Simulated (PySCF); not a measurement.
**From computed data to an observable: oscillator strength and radiative lifetime**

C2H9NOSi, SMILES N[Si@@H](O)CC.

The structure is a stationary point at PBE0-D3(BJ)/def2-SVP. The structure was generated by enumeration; whether it is a known compound was not checked. Other conformers were not sampled.

TDA-PBE/def2-SVPD run with PySCF puts the first singlet state with f over 0.02 at 6.00 eV (vertical), with the transition dipole (-0.211, 0.531, 0.083) in atomic units.

Q: Find the oscillator strength, the wavelength and the radiative lifetime that this transition would have in vacuum if emission retraced absorption.

A: 
|μ|² = 0.3334 au, so |μ| = 1.47 D. ΔE = 6.00/27.211 = 0.2205 hartree. f = (2/3) ΔE |μ|² = 0.049 (the program prints 0.049).
λ = 1239.84/6.00 = 207 nm; ν = 48393 cm⁻¹.
Einstein's coefficient A = 0.6670 ν² f s⁻¹ (ν in cm⁻¹) = 7.7e7 s⁻¹, so τ = 1/A = 13 ns. This state is S1. The figure is the radiative limit of this one transition; relaxation, internal conversion, crossing to triplets and a medium change what is measured.
